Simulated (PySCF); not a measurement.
Simulated Si 2p region for `F[Si](F)(F)F` (silicon tetrafluoride), binding energy against the vacuum level.

Every computed line was given a Gaussian of 1.0 eV full width at half maximum and an area set by the number of equivalent atoms (split 2:1 within a doublet); the highest printed point is 100. The calculation used delta-SCF UKS SCAN, pcX-2 on the ionised atom, pcseg-1 elsewhere, spin-free X2C (PySCF).

| binding energy (eV) | intensity |
| --- | --- |
| 110.3 | 0 |
| 110.4 | 0 |
| 110.5 | 1 |
| 110.6 | 2 |
| 110.7 | 3 |
| 110.8 | 6 |
| 110.9 | 9 |
| 111.0 | 15 |
| 111.1 | 23 |
| 111.2 | 33 |
| 111.3 | 44 |
| 111.4 | 57 |
| 111.5 | 70 |
| 111.6 | 82 |
| 111.7 | 91 |
| 111.8 | 98 |
| 111.9 | 100 |
| 112.0 | 99 |
| 112.1 | 95 |
| 112.2 | 88 |
| 112.3 | 80 |
| 112.4 | 71 |
| 112.5 | 61 |
| 112.6 | 51 |
| 112.7 | 41 |
| 112.8 | 32 |
| 112.9 | 24 |
| 113.0 | 17 |
| 113.1 | 12 |
| 113.2 | 8 |
| 113.3 | 5 |
| 113.4 | 3 |
| 113.5 | 2 |
| 113.6 | 1 |
| 113.7 | 0 |
| 113.8 | 0 |
| 113.9 | 0 |

Count the maxima, the lines and the sites behind this envelope.

The curve has 1 maximum (at 111.9 eV). Under it lie 2 lines from 1 inequivalent silicon site, drawn as a 2p3/2, 2p1/2 pair. At this width some lines have no maximum of their own.

Decompose the envelope and assign each component. Numbering: `[F:1][Si:2]([F:3])([F:4])[F:5]`.

```
position (eV)  relative area      line  atoms             environment
       111.79           0.67  Si 2p3/2    Si2  fluorine-bound silicon
       112.41           0.33  Si 2p1/2    Si2  fluorine-bound silicon
```

What are the centre and the root-mean-square width of the whole band?

The area-weighted mean of the lines is 111.99 eV. Their own spread about it is 0.29 eV (rms) and each Gaussian has σ = 1.0/2.355 = 0.42 eV; the variances add, which gives 0.52 eV.

Shake-up satellites, vibrational structure and lifetime widths aren't simulated. 2p3/2 and 2p1/2 are the ΔSCF energy of one spin-free 2p hole plus the eigenvalues of a spin–orbit and ligand-field matrix of the shell. 2p1/2 minus 2p3/2 (ligand field included): Si 0.63 eV. Isolated species at its GFN2-xTB geometry, gas phase.
